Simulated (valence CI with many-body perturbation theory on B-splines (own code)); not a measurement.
# Yb³⁹⁺ in three bases

Computed by valence CI with perturbative core correlation (CI+MBPT): three valence electrons over a frozen Dirac-Fock core [Ar] 3d10, radial functions for each j: 9 s, 9 p, 8 d, 6 f, 3 g, 1 h, with the one-electron correlation potential Σ1, the two-electron term Σ2, the three-electron term Σ3, Breit, model QED; selected CI, second order for the rest, scaled by the run's own slope (own B-spline code, finite nucleus).

The last digits are not significant, and no measured levels were compared; by estimate large intervals hold to a few tenths of a per cent, small ones and those within an open d or f shell to about a per cent.

The reference run has the lowest level (4s^2 4p1/2) J=1/2 and an ionisation energy of 1846.96 eV. Its largest variational space holds 8816 state functions.

Levels are named by their leading jj configuration (3d3/2^4 stands for four electrons in 3d with j = 3/2), which in mixed levels can hold well under half, so a name can repeat and another be missing. Letters in brackets count levels of one name in rising energy.

Changed runs:
A. basis 6 s, 6 p, 5 d, 3 f, 1 g
B. basis 5 s, 5 p, 4 d, 2 f

Excitation energies of the reference run in cm⁻¹, and shifts in cm⁻¹:

```
                     Level  Reference       A      B
        (4s^2 4p3/2) J=3/2     587836     -30    -61
        (4s 4p1/2^2) J=1/2     699149     -24    -39
(4s 4p1/2 4p3/2) J=3/2 [a]    1192620    -175   -631
    (4s 4p1/2 4p3/2) J=5/2    1253790     -59   -140
(4s 4p1/2 4p3/2) J=3/2 [b]    1341920     +38   +286
    (4s 4p1/2 4p3/2) J=1/2    1363590     +55   +365
        (4s^2 4d3/2) J=3/2    1764890    +143   +864
        (4s 4p3/2^2) J=5/2    1784810    -147   -477
        (4s^2 4d5/2) J=5/2    1927980    +204  +1189
        (4s 4p3/2^2) J=1/2    1951650     +99   +627
        (4s 4p3/2^2) J=3/2    1982460    +119   +736
     (4p1/2^2 4p3/2) J=3/2    2047400     -25   +5.5
    Ionisation energy (eV)    1846.96  -0.023  -0.08
```
